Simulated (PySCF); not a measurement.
Computed shifts of a molecule C₄H₁₂O₂Si, B3LYP/pcSseg-1 in PySCF, GIAO, gas phase, equivalent atoms averaged, in ppm (number of nuclei): ¹³C: 54.5 (2), -1.5 (1), -4.0 (1). ²⁹Si: -0.3 (1). ¹H: 3.95 (3), 3.84 (3), 0.31 (6). References: ¹³C against TMS (σ = 181.3 ppm); ¹⁷O against H2O (σ = 333.8 ppm); ²⁹Si against TMS (σ = 338.7 ppm); ¹H against TMS (σ = 31.68 ppm), references at their B3LYP-D3(BJ)/def2-TZVP geometries, non-relativistic. The structure is a stationary point at B3LYP-D3(BJ)/def2-SVP. One conformer was computed; it need not be the lowest.

Which molecule gave these data?
A) C[C@H](CO)OC[SiH3]
B) CO[C@H](CO)[SiH2]C
C) CC[Si](O)(O)CC
D) CO[Si](C)(C)OC

D, CO[Si](C)(C)OC
